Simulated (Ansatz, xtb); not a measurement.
Two isomers of C3H6F2GeO

Structure X is `C[C@]1([GeH]([F])[F])CO1`, a singlet and structure Y is `F[C@@H]1CO[CH2][Ge@H]1[F]`, a singlet. Both are isolated molecules in the gas phase, relaxed with B3LYP/def2-SVP; the shapes shown needn't be the lowest conformers.

X (Å):

```yaml
atoms:
  - { symbol: C, position_ang: [-0.9141, 2.0729, 1.2664] }
  - { symbol: C, position_ang: [0.0035, 0.8785, 1.3790] }
  - { symbol: C, position_ang: [-0.3453, -0.2970, 2.2029] }
  - { symbol: F, position_ang: [1.6906, -1.1328, -0.0300] }
  - { symbol: F, position_ang: [0.4929, 0.8081, -1.5953] }
  - { symbol: Ge, position_ang: [1.2923, 0.5645, -0.0646] }
  - { symbol: O, position_ang: [0.6130, 0.6507, 2.6594] }
  - { symbol: H, position_ang: [-1.5358, 1.9988, 0.3601] }
  - { symbol: H, position_ang: [-0.3376, 3.0108, 1.2076] }
  - { symbol: H, position_ang: [-1.5712, 2.1357, 2.1479] }
  - { symbol: H, position_ang: [2.6083, 1.3516, -0.0887] }
  - { symbol: H, position_ang: [0.0472, -1.2880, 1.9445] }
  - { symbol: H, position_ang: [-1.3045, -0.2899, 2.7373] }
```

Y (Å):

```json
{"atom": "C", "x (Å)": "-0.7398", "y (Å)": "0.2014", "z (Å)": "1.5946"}
{"atom": "C", "x (Å)": "-0.6171", "y (Å)": "0.9673", "z (Å)": "0.2598"}
{"atom": "C", "x (Å)": "1.1821", "y (Å)": "-0.4317", "z (Å)": "-0.3605"}
{"atom": "F", "x (Å)": "-2.0130", "y (Å)": "-0.3384", "z (Å)": "1.7207"}
{"atom": "F", "x (Å)": "1.9573", "y (Å)": "-0.8979", "z (Å)": "2.5433"}
{"atom": "Ge", "x (Å)": "0.6671", "y (Å)": "-1.1973", "z (Å)": "1.3897"}
{"atom": "O", "x (Å)": "0.7048", "y (Å)": "0.9033", "z (Å)": "-0.2433"}
{"atom": "H", "x (Å)": "-0.5438", "y (Å)": "0.8488", "z (Å)": "2.4648"}
{"atom": "H", "x (Å)": "-1.3456", "y (Å)": "0.5087", "z (Å)": "-0.4414"}
{"atom": "H", "x (Å)": "-0.8612", "y (Å)": "2.0352", "z (Å)": "0.3584"}
{"atom": "H", "x (Å)": "2.2670", "y (Å)": "-0.3934", "z (Å)": "-0.5288"}
{"atom": "H", "x (Å)": "0.7065", "y (Å)": "-0.9659", "z (Å)": "-1.2080"}
{"atom": "H", "x (Å)": "0.2602", "y (Å)": "-2.6673", "z (Å)": "1.5791"}
```

Question: Estimate E(Y) − E(X) at the level CCSD(T)/def2-SVP + ΔMP2/def2-TZVPP.

Answer: Calculated at CCSD(T)/def2-SVP + ΔMP2/def2-TZVPP: E(Y) − E(X) = +0.996 eV, so structure X lies lower.

The same difference at several levels:

```tsv
level	geometry	E(Y) − E(X) (eV)	departure from the last row (eV)	job, with rough time for the two
GFN2-xTB	GFN2-xTB	+1.131	+0.134	optimisation, 0.19 s
HF/STO-3G	GFN2-xTB	−0.801	−1.798	single point, 0.44 s
r2SCAN-D4/def2-SVP	GFN2-xTB	+0.835	−0.162	single point, 2.4 s
B3LYP/def2-SVP	B3LYP/def2-SVP	+0.830	−0.166	optimisation, 32 s
HF/def2-SVP	B3LYP/def2-SVP	+0.888	−0.108	part of the CCSD(T) run
MP2/def2-SVP	B3LYP/def2-SVP	+1.195	+0.199	part of the CCSD(T) run
CCSD(T)/def2-SVP	B3LYP/def2-SVP	+1.048	+0.052	single point
CCSD(T)/def2-SVP + ΔMP2/def2-TZVPP	B3LYP/def2-SVP	+0.996		single point, 61 s
```

As drawn, Y has 1 C–F, 1 C–Ge in place of 1 C–C, 1 F–Ge. Structure X has a 3-membered ring, Y a 5-membered ring.

HF/STO-3G puts the two in the other order. The largest departure from CCSD(T)/def2-SVP + ΔMP2/def2-TZVPP is that of HF/STO-3G, 1.798 eV. The last row adds to CCSD(T) the change of the MP2 difference between the two basis sets, here −0.052 eV.

With thermal terms from frequencies at re-optimised GFN2-xTB minima (ideal gas, soft modes damped towards free rotors, one conformer each, 298.15 K, 1 atm): on the last row, ΔE + ΔZPE = +1.033, ΔH = +0.996, ΔG = +1.079 eV.

The correlated steps freeze 15 core orbitals; the filled d shell of Ge is correlated, in a basis made for valence electrons. Run with Ansatz 0.2.0, xtb 6.7.1; the last row on 4 threads of Intel(R) Xeon(R) Platinum 8488C (Sapphire Rapids) on a shared host.
